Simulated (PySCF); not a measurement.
Simulation results for CH$_{5}$GeOSi, GeH$_{3}$OSi

Calculation on a computer-drawn molecule: the log of a Hartree-Fock and frozen-core CCSD(T) single point meant for a local Hartree-Fock minimum, with one planted fault or none, to be diagnosed. Offsets are logged minus clean, where the clean run is the same molecule without the fault. The reference is restricted for singlets and unrestricted otherwise, and also for a bond in bohr or an excited solution. Adding or removing an electron swaps singlet and doublet. The excited solution moves the top pair (singlet) or top alpha electron (doublet) to the lowest empty orbital. Highest occupied and lowest empty are orbital energies over both spins, largest force is the largest gradient component, triples share is (T) over the correlation energy, the T1 limit is 0.02 restricted and 0.045 unrestricted, electrons count all cores, a negative frequency is imaginary (commonest isotopes), and the dipole is about the centre of nuclear charge; on germanium a core potential holds 10 electrons, which the energies leave out, and 3d is frozen in MP2 and coupled-cluster steps. Program: PySCF 2.14.0.

Common to all runs: logged SCF converged yes; logged SCF stable within its kind yes; possible faults no fault, one electron removed, one electron added, multiplicity raised by two, geometry at a saddle point, SCF held on an excited solution, minimal basis STO-3G, one bond length entered in bohr, all coordinates scaled.

```yaml
- entry: 1
  formula: CH5GeOSi
  logged_structure:
    atoms_angstrom:
      - [O, -0.6665, -3.6341, 1.41]
      - [Si, -0.1746, -2.3059, 0.9185]
      - [C, -1.1999, -0.9819, 0.1418]
      - [Ge, -1.7477, 0.4507, 1.4141]
      - [H, 1.2331, -1.8772, 1.0339]
      - [H, -0.6321, -0.4927, -0.6554]
      - [H, -2.1115, -1.4138, -0.2762]
      - [H, -2.6363, -0.1217, 2.5251]
      - [H, -0.5078, 1.1307, 2.0163]
  given:
    meant_charge: 0
    meant_multiplicity: 2
    meant_basis: "cc-pV(D+d)Z"
    meant_basis_and_core_potential_on_germanium: "cc-pVDZ-PP ECP10MDF"
    logged_electrons: 65
    logged_basis_functions: 99
    logged_spin_squared: 0.7549
    "logged_highest_occupied [eV]": -9.1729
    "logged_lowest_empty [eV]": 0.37392
    "logged_largest_force [hartree/bohr]": 3.8724e-05
    "logged_lowest_frequency [cm^-1]": 55.064
    logged_T1_diagnostic: 0.019349
    logged_D1_diagnostic: 0.070914
    logged_triples_share: 0.031194
    logged_CC_converged: "yes"
    "logged_dipole_magnitude [debye]": 4.8108
    "logged_energy_HF [hartree]": -697.92496
    "logged_energy_CCSD(T) [hartree]": -698.48802
    drawn_bonds_atom: [1, 2, 3, 2, 3, 3, 4, 4]
    drawn_bonds_other_atom: [2, 3, 4, 5, 6, 7, 8, 9]
    drawn_bonds_order: [2, 1, 1, 1, 1, 1, 1, 1]
  results:
    planted_fault: "no fault"
    "HF_energy_offset_from_clean_run [kcal/mol]": 0.0
    "CCSD(T)_energy_offset_from_clean_run [kcal/mol]": 0.0
- entry: 2
  formula: GeH3OSi
  logged_structure:
    atoms_angstrom:
      - [O, -1.1218, 2.3291, 2.2589]
      - [Si, -1.0384, 0.7732, 1.7247]
      - [Ge, 0.4376, -1.2798, 2.2831]
      - [H, -2.309, 0.337, 0.7925]
      - [H, 1.9452, -0.4956, 2.3742]
      - [H, 0.507, -1.7427, 0.6353]
  given:
    meant_charge: -1
    meant_multiplicity: 1
    meant_basis: "aug-cc-pV(D+d)Z"
    meant_basis_and_core_potential_on_germanium: "aug-cc-pVDZ-PP ECP10MDF"
    logged_electrons: 58
    logged_basis_functions: 114
    logged_spin_squared: 0.0
    "logged_highest_occupied [eV]": -3.5679
    "logged_lowest_empty [eV]": 3.7217
    "logged_largest_force [hartree/bohr]": 0.087555
    logged_T1_diagnostic: 0.026251
    logged_D1_diagnostic: 0.083052
    logged_triples_share: 0.04319
    logged_CC_converged: "yes"
    "logged_dipole_magnitude [debye]": 3.7973
    "logged_energy_HF [hartree]": -658.93162
    "logged_energy_CCSD(T) [hartree]": -659.40865
    drawn_bonds_atom: [1, 2, 2, 3, 3]
    drawn_bonds_other_atom: [2, 3, 4, 5, 6]
    drawn_bonds_order: [2, 1, 1, 1, 1]
  results:
    planted_fault: "all coordinates scaled, by +7.6 %"
    "HF_energy_offset_from_clean_run [kcal/mol]": 15.25
    "CCSD(T)_energy_offset_from_clean_run [kcal/mol]": 7.071
  notes: ["T1 above single-reference limit"]
- entry: 3
  formula: GeH3OSi
  logged_structure:
    atoms_angstrom:
      - [O, -1.0425, 2.1645, 2.0993]
      - [Si, -0.896, -0.5678, 1.1612]
      - [Ge, 0.4756, -2.4759, 1.6802]
      - [H, -2.077, -0.9733, 0.2948]
      - [H, 1.8768, -1.7471, 1.7649]
      - [H, 0.5402, -2.906, 0.1488]
  given:
    meant_charge: -1
    meant_multiplicity: 1
    meant_basis: "aug-cc-pV(D+d)Z"
    meant_basis_and_core_potential_on_germanium: "aug-cc-pVDZ-PP ECP10MDF"
    logged_electrons: 58
    logged_basis_functions: 114
    logged_spin_squared: 1.6439
    "logged_highest_occupied [eV]": -2.6726
    "logged_lowest_empty [eV]": 3.8207
    "logged_largest_force [hartree/bohr]": 0.019116
    "logged_dipole_magnitude [debye]": 0.44948
    "logged_energy_HF [hartree]": -658.7746
    drawn_bonds_atom: [1, 2, 2, 3, 3]
    drawn_bonds_other_atom: [2, 3, 4, 5, 6]
    drawn_bonds_order: [2, 1, 1, 1, 1]
  results:
    planted_fault: "one bond length entered in bohr, row 1 of the drawn bonds"
    "HF_energy_offset_from_clean_run [kcal/mol]": 113.8
  notes: ["coupled-cluster numbers left out as unreliable"]
```
